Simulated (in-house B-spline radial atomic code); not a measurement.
Results of a calculation; reference values are marked as such.
Building a PAW d channel for Nb, r_c = 1.32 bohr

Nb, [Kr] 4d4 5s1, non-relativistic PBE, spherical and spin-unpolarised, from an all-electron radial atomic-structure program (B-spline basis) (atomic units; all potentials screened as in the neutral atom).

Two all-electron partial waves φ1, φ2 are integrated outwards at E1 = ε(4d) = -0.119006 and E2 = E1 + 1 hartree; φ1 is the bound orbital and φ2 has unit norm inside r_c = 1.323 bohr. Smooth partners are polynomials, r^3(a0 + a1 r² + a2 r⁴ + a3 r⁶), matched to φ and three derivatives at r_c, with no condition on the norm. The local potential is -17.8003 + (22.4152) r² + (-12.3342) r⁴ + (2.57016) r⁶ inside 1.0831 bohr and the all-electron one outside.

```tsv
wave	φ(r_c)	φ'(r_c)	a0	a1	a2	a3
1	0.6943013	0.1597708	1.319817	-1.077873	0.3647332	-0.04676488
2	1.217912	-1.049625	3.478555	-3.202376	1.123266	-0.1470831
```

Inside r_c the overlaps are <φi φj> = [[0.21557, 0.46167], [0.46167, 1.00000]] and, for the smooth waves, [[0.20323, 0.43264], [0.43264, 0.93044]]. With χj = (Ej − T − V_local) applied to smooth wave j, the program's quadrature gives the matrix B_ij = <smooth i, χj> as [[0.16709, 0.37687], [0.40591, 0.92662]].

(1) Check the match of the first wave, and find the augmentation charges q_ij.

(2) B isn't symmetric. Show that D_ij = B_ij + Ej q_ij is.

Solving (T + V_local + Σ p D p) ψ = E (1 + Σ p q p) ψ in a sphere of 9 bohr, whose wall lifts the free-atom level a little, gives these levels:

```csv
all-electron,one projector,two projectors
-0.118753,-0.118753,-0.118753
0.125211,0.125167,0.125211
0.428029,0.427659,0.428028
0.881514,0.879859,0.881514
1.473870,1.468540,1.473850
```

(3) What does the second projector gain?

Results:

(1) At r_c the four terms are 3.05628, -4.36885, 2.58758, -0.58071, which sum to 0.6943, φ1(r_c) to rounding. q_ij is the all-electron overlap less the smooth one: [[0.01234, 0.02903], [0.02903, 0.06956]]. The smooth first wave has a norm of 0.2032 inside r_c against 0.2156, and q11 > 0 puts back the missing charge.

(2) Integrating by parts gives B12 − B21 = (E1 − E2) q12: 0.37687 − (0.40591) = -0.02903, and −1 × (0.02903) = -0.02903. So D12 = 0.37687 + (0.880994)(0.02903) = 0.40245 and D21 = 0.40591 + (-0.119006)(0.02903) = 0.40245; D11 = 0.16562, D22 = 0.98790. The projectors, p = (B⁻¹)ᵀ χ, are dual to the smooth waves; det B = 0.0018, small beside B11 B22, as the two smooth waves look alike inside r_c.

(3) With one projector the errors are 0.00, -0.04, -0.37, -1.66, -5.33 millihartree. With two the errors are 0.00, 0.00, 0.00, 0.00, -0.02 millihartree. The scattering is exact at E1 and at E2 = 0.881, and over all levels compared the largest error is 0.02 millihartree. The lowest eigenvalue of the overlap operator is 1 with one and 1 with two projectors. The smooth orbital alone needs a cutoff of 15.5 hartree for 1 millihartree of kinetic energy, against 24.2 for a norm-conserving Troullier-Martins orbital of the same radius; part of the gain comes from giving up the norm, part from the simpler form.
